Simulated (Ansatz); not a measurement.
Species: C4H10O, net charge 0, singlet state. SMILES: COC(C)C
Structure (B3LYP-D3(BJ)/def2-TZVP (Ansatz, a program for electronic structure) minimum search):
```
C
H 1 1.1007
O 1 1.4264 2 108.24
C 3 1.4095 1 114.85 2 -47.86
H 4 1.0893 3 107.06 1 172.43
H 4 1.0959 5 108.52 3 -121.71
H 4 1.0982 5 108.86 6 -117.86
C 1 1.5180 2 109.15 3 115.45
H 8 1.0900 1 110.46 2 -59.15
H 8 1.0911 9 108.75 1 -121.61
H 8 1.0917 9 108.33 10 -117.72
C 1 1.5254 2 108.90 3 -121.92
H 12 1.0904 1 111.90 2 57.96
H 12 1.0916 13 107.61 1 121.31
H 12 1.0919 13 108.43 14 117.16
```

Property: vertical ionisation energy (to the doublet state of charge +1; each state is the SCF solution reached for its spin), in eV. Cores are frozen in the correlated levels unless marked. Open shells are spin-unrestricted. Spin-orbit coupling is left out. Non-relativistic. Basis-set limits of correlation are two-point, X^-3; Hartree-Fock from the larger set. [CCSD(T)-MP2]/basis is that difference in the basis named.

```json
[
 {"level": "BHLYP/def2-TZVPD", "program": "Ansatz", "vertical ionisation energy (eV)": "[?]"},
 {"level": "wB97X-V/def2-TZVPD", "program": "Ansatz", "vertical ionisation energy (eV)": "9.62"},
 {"level": "RI-MP2/CBS(aug-cc-pVTZ,aug-cc-pVQZ)+[CCSD(T)-MP2]/aug-cc-pVTZ", "program": "Ansatz", "vertical ionisation energy (eV)": "[?]"}
]
```

What belongs in the gaps?


- BHLYP/def2-TZVPD, vertical ionisation energy (eV): 9.51
- RI-MP2/CBS(aug-cc-pVTZ,aug-cc-pVQZ)+[CCSD(T)-MP2]/aug-cc-pVTZ, vertical ionisation energy (eV): 9.88
